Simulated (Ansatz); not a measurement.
(BeSe)6 prism (Be6Se6), relaxed as a singlet with RKS r2SCAN-D4/def2-SVP in Ansatz, starting from the GFN2-xTB geometry. Force threshold 0.03 eV/Å.

Start:

```xyz
12

Be   -0.731   -0.391    1.954
Se    1.026    0.850    2.271
Be    1.373    1.597    0.258
Se   -0.047    2.336   -1.215
Be   -1.647    0.876   -1.016
Se   -2.516    0.000    0.775
Be   -1.372   -1.598   -0.259
Se    0.048   -2.335    1.214
Be    1.646   -0.875    1.017
Se    2.516   -0.002   -0.775
Be    0.731    0.391   -1.954
Se   -1.027   -0.849   -2.271
```

Problem. Estimate the energy that the relaxation releases and the steps that it takes.

Solution. 0.54 eV, in 5 steps; 24 s on 4 threads of AMD EPYC 9R45 on a shared host. No frequencies were taken in this run, so the end may be a saddle point.

Problem. Does the start keep its bonding and symmetry?

Solution. By distances, no bond broke or formed. The bond that changes most is Be5–Se12, from 2.22 to 2.20 Å (atoms count from 1). Point group D3d at the start, D3d at the end, both within 0.05 Å.

Problem. Predict the relaxed structure.

Solution. 
```xyz
12

Be   -0.6761   -0.3784    1.8164
Se    1.0402    0.8638    2.3042
Be    1.2877    1.4787    0.2337
Se   -0.0490    2.3706   -1.2304
Be   -1.5317    0.8042   -0.9569
Se   -2.5526    0.0030    0.7873
Be   -1.2877   -1.4787   -0.2338
Se    0.0490   -2.3706    1.2304
Be    1.5317   -0.8042    0.9570
Se    2.5526   -0.0030   -0.7873
Be    0.6761    0.3783   -1.8164
Se   -1.0402   -0.8637   -2.3042
```
Bond lengths (bridged metal pairs left out): 18 × Be–Se 2.17 to 2.20 Å.
